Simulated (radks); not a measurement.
Values are calculated unless marked as measured or tabulated.
All-electron atom: the iridium ion Ir+ in [Xe] 4f13 5d6 6s2 6p1 (not the ground configuration). Code: a radial shooting solver on a logarithmic mesh with Libxc functionals. Model: scalar-relativistic Kohn-Sham, PBE, spin-unpolarised, spherical densities, finite nucleus; Fermi nuclear charge, rms radius 5.4032 fm.

Normalised radial functions P(r) = r R(r), r in bohr:

| r | 4d | 5p | 6s |
|---|---|---|---|
| 0.001211 | 0.0000 | 0.0030 | 0.0320 |
| 0.001641 | 0.0001 | 0.0050 | 0.0396 |
| 0.002242 | 0.0002 | 0.0083 | 0.0485 |
| 0.003038 | 0.0005 | 0.0137 | 0.0578 |
| 0.00415 | 0.0010 | 0.0227 | 0.0670 |
| 0.005625 | 0.0024 | 0.0368 | 0.0740 |
| 0.007684 | 0.0054 | 0.0595 | 0.0761 |
| 0.01041 | 0.0120 | 0.0925 | 0.0691 |
| 0.01423 | 0.0268 | 0.1399 | 0.0478 |
| 0.01928 | 0.0568 | 0.1978 | 0.0101 |
| 0.02634 | 0.1178 | 0.2580 | -0.0433 |
| 0.0357 | 0.2266 | 0.2905 | -0.0954 |
| 0.04877 | 0.4086 | 0.2512 | -0.1181 |
| 0.0661 | 0.6496 | 0.0987 | -0.0757 |
| 0.0903 | 0.8862 | -0.1620 | 0.0390 |
| 0.1224 | 0.9297 | -0.3830 | 0.1518 |
| 0.1672 | 0.5515 | -0.3373 | 0.1378 |
| 0.2266 | -0.2735 | 0.0703 | -0.0490 |
| 0.3096 | -1.2121 | 0.5392 | -0.2332 |
| 0.4195 | -1.6232 | 0.4946 | -0.1399 |
| 0.5686 | -1.3249 | -0.1684 | 0.1900 |
| 0.7768 | -0.6869 | -0.9177 | 0.3750 |
| 1.053 | -0.2266 | -1.1103 | 0.1241 |
| 1.438 | -0.0407 | -0.7559 | -0.3870 |
| 1.949 | -0.0038 | -0.3207 | -0.7133 |
| 2.663 | -0.0001 | -0.0783 | -0.6697 |
| 3.609 | 0.0000 | -0.0105 | -0.3950 |
| 4.93 | 0.0000 | -0.0006 | -0.1407 |
| 6.682 | 0.0000 | 0.0000 | -0.0290 |
| 9.129 | 0.0000 | 0.0000 | -0.0026 |

4d: eigenvalue -319.56 eV, 1 radial node at r = 0.207 bohr, <r> = 0.476 bohr, 90 % of the charge inside 0.710 bohr. 5p: eigenvalue -74.065 eV, 3 radial nodes at r = 0.0751, 0.217, 0.534 bohr, <r> = 1.10 bohr, 90 % of the charge inside 1.59 bohr. 6s: eigenvalue -17.024 eV, 5 radial nodes at r = 0.0206, 0.0823, 0.212, 0.482, 1.14 bohr, <r> = 2.49 bohr, 90 % of the charge inside 3.62 bohr.
